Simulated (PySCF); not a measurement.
Cl2CrO2 (singlet state).
Numbering: `[O:1]=[Cr:2](=[O:3])([Cl:4])[Cl:5]`

Theory: core-valence-separated Tamm–Dancoff BHandHLYP/aug-pcX-1 (def2-SVPD on Cr, def2-SVPD on Cl) in PySCF, non-relativistic, gas phase, PBE0-D3(BJ)/def2-SVP geometry. No empirical shift is added; at this level the pattern usually sits a few eV under experiment.

Give energies, oscillator strengths and core holes at the O K edge.

| E (eV) | f | core hole on | main final orbital |
| --- | --- | --- | --- |
| 527.87 | 0.0912 | O1/O3 | LUMO+1 (2 roots, f summed) |
| 528.98 | 0.0582 | O1/O3 | LUMO (2 roots, f summed) |
| 530.57 | 0.0619 | O1/O3 | LUMO+3 (2 roots, f summed) |
| 531.46 | 0.0001 | O1/O3 | LUMO+2 (2 roots, f summed) |
| 532.35 | 0.0176 | O1/O3 | LUMO+4 (2 roots, f summed) |

The first line with a tenth or more of the strongest one's intensity is at 527.87 eV (f = 0.091, sum of 2), with the hole on O1/O3 (oxygen bonded to Cr). It is also the strongest listed.

Roots within 0.03 eV whose holes lie on the same, on equivalent or on shared atoms are summed into one line, and the highest roots are left out, as the search may have cut off their partners. Final orbitals are the ground state's empty Kohn–Sham orbitals.

What are the wavelength and the wavenumber of the 527.87 eV line?

λ = 12398.42 eV Å/527.87 eV = 23.488 Å; 4.2576 × 10⁶ cm⁻¹.

The ionisation thresholds weren't computed; near and above them a finite basis only mimics Rydberg series and continuum.
